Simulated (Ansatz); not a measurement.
Born–Oppenheimer molecular dynamics of BF$_{2}$H$_{6}$NO (11 atoms, charge 0, multiplicity 1). It starts at the highest image of a converged band, a first-order saddle point between two minima.

Method: Ansatz 0.2.0, RKS PBE0-D4/def2-SVP.

```yaml
ensemble: NVE (velocity Verlet)
time_step: 0.5 fs
steps_asked: 200
starting_velocities_drawn_for: 100 K
seed: 2314
```

First frame:

```xyz
11
Properties=species:S:1:pos:R:3
B -0.389 -0.909 -0.346
H 1.042 -0.911 -0.337
F -0.598 -1.634 -1.476
F -0.738 -1.508 0.826
H 0.357 1.123 0.350
N -0.835 0.545 -0.389
H 1.269 -0.135 0.177
O 1.341 1.026 0.749
H -0.957 0.883 -1.342
H -1.727 0.650 0.093
H 1.234 0.870 1.696
```

Question: How far do the bonds stretch over the last three quarters of this one trajectory? (Pairs bonded in most of those frames.)

Answer: 
```tsv
bond	mean (Å)	spread (Å)	shortest	longest
B1–H2	1.251	0.063	1.14	1.34
B1–F3	1.375	0.025	1.34	1.42
B1–F4	1.386	0.036	1.33	1.45
B1–N6	1.713	0.107	1.53	1.86
H5–N6	1.074	0.103	0.91	1.22
N6–H9	1.022	0.017	0.99	1.06
N6–H10	1.025	0.022	0.98	1.07
H7–O8	0.971	0.012	0.95	1.01
O8–H11	0.966	0.013	0.94	0.99
```

Mean temperature of the second half: 608 K. The conserved energy stayed within 0.88 meV per atom of its start (net change 0.13 meV per atom), so the integration is sound. The kinetic energy rose, since the run started high on the potential surface and went downhill. It ends in pieces (BF2H4N + H2O), so much of that is their flight and rotation, not heat. A run of 0.1 ps of so small a system gives no equilibrium averages. The orbitals stay closed-shell, which can raise the energy where a bond breaks towards radicals; this wasn't checked here.

Time of the run: 8.8 min on 2 threads of Intel(R) Xeon(R) Platinum 8488C (Sapphire Rapids) (shared host), peak memory 0.23 GiB.
